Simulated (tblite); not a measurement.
Compound: C3H7FSi.
SMILES with atom numbers: `[CH3:1]/[CH:2]=[C:3](/[F:4])[SiH3:5]` (hydrogens: H6, H7, H8 on C1; H9 on C2; H10, H11, H12 on Si5)

Computed with GFN2-xTB (tblite), gas phase: L-BFGS steps from a force-field or distance-geometry start until the largest atomic force falls under 0.01 eV/Å.

Step 11: E = -446.8495 eV
```
atom  x, y, z in Å  |  force x, y, z in eV/Å
C1      1.4131   -0.9086   -0.3530   -0.055   0.055  -0.004
C2      0.9247    0.4783   -0.5731   -0.011   0.086   0.030
C3     -0.2535    0.9466   -0.1849   -0.076   0.007   0.016
F4     -0.5205    2.2588   -0.4782    0.036  -0.030  -0.005
Si5    -1.6926    0.1079    0.7269    0.056   0.001  -0.005
H6      2.3331   -0.8871    0.2329   -0.045  -0.033  -0.020
H7      0.6668   -1.5033    0.1658    0.014  -0.043   0.010
H8      1.6411   -1.3693   -1.3145    0.004  -0.040   0.043
H9      1.6079    1.1424   -1.0862    0.038   0.044  -0.044
H10    -2.7484    1.1045    0.8928    0.040  -0.012  -0.016
H11    -1.2068   -0.3536    2.0315   -0.014  -0.023  -0.034
H12    -2.1636   -1.0172   -0.0859    0.013  -0.011   0.029
```

Step 12: E = -446.8505 eV
```
atom  x, y, z in Å  |  force x, y, z in eV/Å
C1      1.4121   -0.9072   -0.3533   -0.071   0.063   0.002
C2      0.9250    0.4818   -0.5745    0.018   0.055   0.030
C3     -0.2540    0.9476   -0.1843   -0.027   0.010  -0.015
F4     -0.5248    2.2594   -0.4767    0.040  -0.040  -0.001
Si5    -1.6898    0.1046    0.7265    0.055   0.017  -0.012
H6      2.3309   -0.8905    0.2351   -0.046  -0.013  -0.032
H7      0.6641   -1.4995    0.1663    0.010  -0.037   0.005
H8      1.6391   -1.3731   -1.3130    0.002  -0.014   0.048
H9      1.6098    1.1462   -1.0881    0.003   0.016  -0.021
H10    -2.7405    1.1043    0.8893    0.006   0.008  -0.007
H11    -1.2072   -0.3554    2.0310    0.000  -0.034  -0.008
H12    -2.1634   -1.0187   -0.0844    0.009  -0.032   0.013
```

Step 13: E = -446.8512 eV
```
atom  x, y, z in Å  |  force x, y, z in eV/Å
C1      1.4102   -0.9052   -0.3535   -0.059   0.040   0.008
C2      0.9254    0.4853   -0.5748    0.034   0.015   0.019
C3     -0.2546    0.9483   -0.1842    0.022   0.013  -0.036
F4     -0.5269    2.2591   -0.4757    0.028  -0.016  -0.002
Si5    -1.6871    0.1025    0.7262    0.034   0.017  -0.014
H6      2.3284   -0.8930    0.2358   -0.039   0.006  -0.030
H7      0.6624   -1.4977    0.1668    0.000  -0.022   0.002
H8      1.6379   -1.3758   -1.3109   -0.006   0.009   0.041
H9      1.6112    1.1491   -1.0898   -0.023   0.000  -0.001
H10    -2.7351    1.1043    0.8868   -0.012   0.017  -0.002
H11    -1.2075   -0.3573    2.0304    0.011  -0.040   0.011
H12    -2.1631   -1.0203   -0.0831    0.010  -0.039   0.005
```

Task: Estimate the geometry and energy of step 14. (The exact step hangs on the optimiser's Hessian estimate; all steps are aligned on step 13, rigid shifts and turns removed.)

Result: E = -446.8517 eV, largest force 0.056 eV/Å
```
atom  x, y, z in Å  |  force x, y, z in eV/Å
C1      1.4080   -0.9033   -0.3534   -0.032   0.005   0.013
C2      0.9262    0.4878   -0.5746    0.031  -0.012   0.006
C3     -0.2548    0.9488   -0.1847    0.041   0.014  -0.036
F4     -0.5275    2.2587   -0.4752    0.015   0.015  -0.007
Si5    -1.6848    0.1016    0.7257    0.008   0.008  -0.010
H6      2.3260   -0.8944    0.2356   -0.025   0.018  -0.017
H7      0.6613   -1.4970    0.1671   -0.013  -0.008   0.002
H8      1.6370   -1.3772   -1.3088   -0.014   0.022   0.024
H9      1.6118    1.1509   -1.0910   -0.026  -0.004   0.008
H10    -2.7319    1.1046    0.8853   -0.013   0.015   0.000
H11    -1.2075   -0.3592    2.0302    0.015  -0.039   0.013
H12    -2.1626   -1.0219   -0.0822    0.013  -0.034   0.005
```

The energy changes by -0.0004 eV. The first-order estimate −F·Δx gives -0.0006 eV and the mean of the old and new forces, exact on a quadratic surface, -0.0004 eV. The step makes an angle of 58° with the force vector and moves no atom by more than 0.004 Å.

What follows is the cost of the whole relaxation. Hardware: Intel Xeon at 2.50 GHz, one thread, no GPU, shared host with 64 logical CPUs at a one-minute load of 63. Cost: 0.81 s.
